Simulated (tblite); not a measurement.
C5H9BClN.
Bonds: C1–C2 (triple), C2–C3, C3–C4 (double), C3–C5, C5–N6, N6–B7, B7–Cl8. Hydrogens: H9 on C1; H10, H11 on C4; H12, H13 on C5; H14, H15 on N6; H16, H17 on B7.
Bond orders are those of one Lewis drawing.

Computed with GFN2-xTB (tblite), gas phase: L-BFGS steps from a force-field or distance-geometry start until the largest atomic force falls under 0.01 eV/Å.

Geometry at step 5:
```
atom  x, y, z in Å
C1     -1.4351    2.4521    0.0842
C2     -1.3199    1.2636    0.0110
C3     -1.2944   -0.1531   -0.0603
C4     -2.4045   -0.8663    0.1225
C5      0.0289   -0.8260   -0.2255
N6      0.9225   -0.4008    0.8616
B7      2.4370   -0.0264    0.3857
Cl8     3.0284    1.0510    1.7447
H9     -1.5280    3.4992    0.1389
H10    -2.3807   -1.9372    0.0949
H11    -3.3302   -0.3569    0.2695
H12    -0.0647   -1.9127   -0.1868
H13     0.4818   -0.5646   -1.1824
H14     0.9909   -1.1321    1.5661
H15     0.5302    0.4249    1.3209
H16     2.3240    0.5603   -0.6389
H17     3.0070   -1.0630    0.3335
```

**Question.** What forces act on the atoms?

**Answer.** 
```json
{"atom": "C1", "Fx (eV/Å)": "-0.032", "Fy (eV/Å)": "0.597", "Fz (eV/Å)": "0.032"}
{"atom": "C2", "Fx (eV/Å)": "0.008", "Fy (eV/Å)": "-0.553", "Fz (eV/Å)": "-0.131"}
{"atom": "C3", "Fx (eV/Å)": "-0.373", "Fy (eV/Å)": "-0.307", "Fz (eV/Å)": "0.151"}
{"atom": "C4", "Fx (eV/Å)": "0.210", "Fy (eV/Å)": "0.312", "Fz (eV/Å)": "-0.113"}
{"atom": "C5", "Fx (eV/Å)": "0.189", "Fy (eV/Å)": "-0.123", "Fz (eV/Å)": "0.033"}
{"atom": "N6", "Fx (eV/Å)": "0.105", "Fy (eV/Å)": "0.023", "Fz (eV/Å)": "0.101"}
{"atom": "B7", "Fx (eV/Å)": "-0.178", "Fy (eV/Å)": "-0.154", "Fz (eV/Å)": "-0.017"}
{"atom": "Cl8", "Fx (eV/Å)": "0.046", "Fy (eV/Å)": "-0.024", "Fz (eV/Å)": "0.004"}
{"atom": "H9", "Fx (eV/Å)": "0.076", "Fy (eV/Å)": "-0.120", "Fz (eV/Å)": "0.001"}
{"atom": "H10", "Fx (eV/Å)": "-0.143", "Fy (eV/Å)": "-0.119", "Fz (eV/Å)": "0.006"}
{"atom": "H11", "Fx (eV/Å)": "-0.413", "Fy (eV/Å)": "-0.068", "Fz (eV/Å)": "0.054"}
{"atom": "H12", "Fx (eV/Å)": "-0.164", "Fy (eV/Å)": "-0.002", "Fz (eV/Å)": "-0.135"}
{"atom": "H13", "Fx (eV/Å)": "0.063", "Fy (eV/Å)": "0.128", "Fz (eV/Å)": "-0.044"}
{"atom": "H14", "Fx (eV/Å)": "0.024", "Fy (eV/Å)": "0.155", "Fz (eV/Å)": "0.072"}
{"atom": "H15", "Fx (eV/Å)": "0.174", "Fy (eV/Å)": "0.072", "Fz (eV/Å)": "-0.061"}
{"atom": "H16", "Fx (eV/Å)": "0.165", "Fy (eV/Å)": "0.117", "Fz (eV/Å)": "0.070"}
{"atom": "H17", "Fx (eV/Å)": "0.242", "Fy (eV/Å)": "0.067", "Fz (eV/Å)": "-0.023"}
```

The largest, 0.60 eV/Å, acts on C1; the rms over all components is 0.183 eV/Å. The forces sum to zero within rounding, as they must for an isolated molecule in no field.

**Question.** Give the force on C1 in Eh/bohr and in nN.

**Answer.** 0.599 eV/Å ÷ 51.422 = 0.01164 Eh/bohr, and 0.599 eV/Å × 1.602 = 0.96 nN.

**Question.** How far is this geometry from the end of the optimisation?

**Answer.** 0.195 eV above it, and 0.464 Å rms away after alignment. The bonds farthest from their final lengths, with half the difference of the two atoms' forces along the bond (positive lengthens):

```csv
bond,now (Å),final (Å),force along bond (eV/Å)
C3–C5,1.494,1.509,+0.21
B7–Cl8,1.832,1.846,+0.08
C4–H11,1.067,1.076,+0.19
C4–H10,1.072,1.076,+0.21
N6–B7,1.631,1.626,-0.13
C1≡C2,1.196,1.201,+0.58
```

The angle farthest from its final value is N6–B7–H17, 105.0° against 108.4°.

Of the 2 listed bonds off by 0.010 Å or more, this force points towards the final length in 2.

The cost below is that of the whole relaxation. On one thread, Arm Neoverse V1 (aarch64), shared host with 32 logical CPUs at a one-minute load of 7.7, this took 0.77 s.
